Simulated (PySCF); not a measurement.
Simulated Si 2p region for `[SiH3][CH2][Al]([Cl])[Cl]` (AlCl2(CH2SiH3)), binding energy against the vacuum level.

Every computed line was given a Gaussian of 0.7 eV full width at half maximum and an area set by the number of equivalent atoms (split 2:1 within a doublet); the highest printed point is 100. Theory: delta-SCF UKS SCAN, pcX-2 on the ionised atom, pcseg-1 elsewhere, spin-free X2C in PySCF 2.14.0.

binding energy (eV), intensity and a bar:
```
    106.1          1 
    106.2          1 
    106.3          4 #
    106.4          8 ##
    106.5         16 #####
    106.6         28 ########
    106.7         45 #############
    106.8         64 ###################
    106.9         83 #########################
    107.0         95 #############################
    107.1        100 ##############################
    107.2         97 #############################
    107.3         88 ###########################
    107.4         79 ########################
    107.5         70 #####################
    107.6         63 ###################
    107.7         56 #################
    107.8         48 ##############
    107.9         38 ###########
    108.0         27 ########
    108.1         18 #####
    108.2         11 ###
    108.3          6 ##
    108.4          3 #
    108.5          1 
    108.6          0 
    108.7          0
```

Count the maxima, the lines and the sites behind this envelope.

The curve has 1 maximum (at 107.1 eV). Under it lie 2 lines from 1 inequivalent silicon site, drawn as a 2p3/2, 2p1/2 pair. At this width some lines have no maximum of their own.

Decompose the envelope and assign each component. Bonds: Al1–Cl2, Al1–Cl3, Al1–C4, C4–Si5. Hydrogens: H6, H7 on C4; H8, H9, H10 on Si5.

```tsv
position (eV)	relative area	line	atoms	environment
107.06	0.67	Si 2p3/2	Si5	silicon bonded to C and 3 H
107.68	0.33	Si 2p1/2	Si5	silicon bonded to C and 3 H
```

No satellites, vibrations or lifetime broadening are included. Spin–orbit and ligand-field terms were added within each 2p shell after the spin-free SCF. 2p1/2 minus 2p3/2 (ligand field included): Si 0.62 eV. Geometry: PBE0-D3(BJ)/def2-SVP, one conformer, isolated molecule.
